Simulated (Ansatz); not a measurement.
A geometry relaxed with B3LYP-D3(BJ)/def2-TZVP (Ansatz, an electronic-structure program), charge 0, multiplicity 1:

```xyz
5

H      0.7240    -0.0020     1.5477
H      1.2064    -0.2012    -1.1928
H     -1.1240    -1.2822    -0.1054
H     -0.8065     1.4854    -0.2496
Sn     0.0001     0.0001     0.0001
```

Task: Write the SMILES of this molecule.

Result: `[SnH4]`
